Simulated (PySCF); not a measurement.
Ligand series L-Cu-X. Isolated molecules, 0 K electronic values unless said otherwise. One relaxed conformer stands for each flexible species; it need not be the lowest. Multiplicities are imposed; where one is given, others were not computed.

These are PySCF 2.14.0 with PBE-D3(BJ)/def2-TZVP // TPSS-D3(BJ)/def2-SVP values and carry that method's errors. All candidates: neutral, multiplicity 1. 

```
Quantity          Value
-------------  --------
HOMO–LUMO gap   2.61 eV
HOMO           -5.35 eV
LUMO           -2.74 eV
```

Problem. Identify which member has these values.
A. [Cu(H2O)(CH3)]
B. [Cu(NH3)(CH3)]
C. [Cu(C2H4)(H)]
D. [Cu(NH3)(OH)]

Solution. C, [Cu(C2H4)(H)]. The others give [Cu(NH3)(CH3)]: 3.20 eV, -4.39 eV, -1.19 eV; [Cu(NH3)(OH)]: 2.64 eV, -4.04 eV, -1.40 eV; [Cu(H2O)(CH3)]: 2.98 eV, -4.63 eV, -1.65 eV
